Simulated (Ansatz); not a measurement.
System: C$_{4}$H$_{7}$O, charge 0, multiplicity 2. It need not be the lowest isomer of its formula. SMILES: O=[C]CCC
Structure (B3LYP-D3(BJ)/def2-TZVP (Ansatz, a quantum-chemistry and plane-wave program) minimum search):
```xyz
12

C     -2.2454    -0.2823    -0.0667
C     -0.8416     0.3043    -0.1773
C      0.2314    -0.6887     0.2735
C      1.6488    -0.1685     0.1886
O      2.0227     0.8892    -0.1757
H     -2.3515    -1.1759    -0.6862
H     -2.9976     0.4382    -0.3918
H     -2.4775    -0.5632     0.9633
H     -0.7623     1.2111     0.4261
H     -0.6375     0.6043    -1.2074
H      0.0805    -1.0060     1.3102
H      0.2048    -1.6102    -0.3166
```
Charge 0, spin multiplicity 2.

Q: Give the harmonic wavenumbers at B3LYP-D3(BJ)/def2-TZVP (Ansatz, finite differences of forces, unscaled).

A: 72, 164, 186, 242, 339, 647, 713, 836, 841, 921, 1039, 1077, 1116, 1247, 1288, 1323, 1374, 1417, 1443, 1492, 1500, 1507, 1915, 3027, 3032, 3047, 3053, 3072, 3095, 3095 cm⁻¹. Zero-point energy 63.1 kcal/mol.

Q: From these and the geometry, give the ideal-gas thermochemistry at 298.15 K and 1 atm (rigid rotor, harmonic oscillator).

A: Point group Cs, rotational symmetry number 1. Rotational constants 16.68, 2.549, 2.304 GHz. S(trans) 38.70, S(rot) 25.60, S(vib) 13.41, S(elec, spin only) 1.38, S 79.1 cal/(mol K). H(298) - H(0) 4.53 kcal/mol; G - E(el) 44.0 kcal/mol.
